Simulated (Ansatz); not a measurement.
Cu(PH3)(OH) (CuPOH4). The state is a singlet with charge 0. Geometry B3LYP-D4/def2-TZVP, basis def2-TZVP, Ansatz.

```
atom   x (Å)   y (Å)   z (Å)
 Cu1   0.024  -0.920   0.244
  P2   0.035   1.114  -0.464
  H3  -1.182   1.774  -0.724
  H4   0.680   1.404  -1.683
  H5   0.637   2.118   0.320
  O6   0.074  -2.653   0.713
  H7  -0.268  -2.837   1.593
```

```json
{"run": "A", "HOMO (eV)": "-6.38", "LUMO (eV)": "-0.48"}
{"run": "B", "HOMO (eV)": "-8.99", "LUMO (eV)": "1.61"}
{"run": "C", "HOMO (eV)": "-5.56", "LUMO (eV)": "-0.93"}
{"run": "D", "HOMO (eV)": "-5.03", "LUMO (eV)": "-1.23"}
{"run": "E", "HOMO (eV)": "-5.79", "LUMO (eV)": "-0.99"}
{"run": "F", "HOMO (eV)": "-6.20", "LUMO (eV)": "-0.61"}
```

LC-ωPBE has ω = 0.4 bohr⁻¹. HSE06 is defined as in plane-wave codes, on full-range PBE exchange.

Problem. The runs used HSE06, LC-ωPBE, PBE0, r2SCAN, r2SCAN0, r2SCANh. Estimate which is which.

Solution. A r2SCAN0 (25 % exact exchange); B LC-ωPBE (range-separated); C r2SCANh (10 % exact exchange); D r2SCAN (0 % exact exchange); E HSE06 (range-separated); F PBE0 (25 % exact exchange). Exact exchange lowers occupied and raises empty levels; among semilocal functionals meta-GGAs tend to open the gap a little, and such runs are hard to tell apart. The gap grows from 3.80 eV (r2SCAN) to 10.60 eV (LC-ωPBE).
